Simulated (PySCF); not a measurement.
Stretching InSi

Set-up: In def2-SVPD with ECP28, Si def2-SVPD; scalar-relativistic core potentials (PySCF 2.14). Energies in eV from In + Si in their ground configurations at the same level. State: ⁴Σ⁻ (quartet), unpaired electrons σ ↑, π ↑↑.

All columns are PBE. A positive dipole means In(−)Si(+).

```
R (Å)  E (eV)  μ (D)  Mulliken charge on In (basis-dependent)  HOMO (eV)  LUMO (eV)  Mayer bond order  ⟨S²⟩
2.262  -1.858  -1.03                                     0.10      -4.56      -3.69              1.70  3.75
2.367  -2.197  -1.23                                     0.13      -4.61      -3.54              1.62  3.75
2.472  -2.385  -1.45                                     0.16      -4.65      -3.41              1.55  3.75
2.551  -2.455  -1.63                                     0.17      -4.67      -3.39              1.50  3.75
2.630  -2.480  -1.82                                     0.19      -4.66      -3.39              1.46  3.75
2.709  -2.471  -2.01                                     0.20      -4.57      -3.38              1.42  3.75
2.814  -2.422  -2.28                                     0.22      -4.45      -3.36              1.37  3.75
2.946  -2.318  -2.61                                     0.23      -4.32      -3.32              1.32  3.75
3.103  -2.160  -3.00                                     0.23      -4.18      -3.27              1.27  3.75
3.314  -1.924  -3.49                                     0.23      -4.02      -3.19              1.23  3.75
```

A fit through these points gives, at Re = 2.646 Å, μ = -1.86 D and dμ/dR = -2.44 D/Å; the reduced mass is 22.5 u.

Q: How strong is the fundamental in the double-harmonic approximation, I = 42.26·(dμ/dR)²/μred km/mol?

A: I = 42.26·(-2.44)²/22.5 = 11.2 km/mol at PBE.

These are scalar-relativistic numbers at best; spin–orbit coupling would shift them, the dissociation energy most. The state was picked by a PBE0 search and need not be the measured ground state.
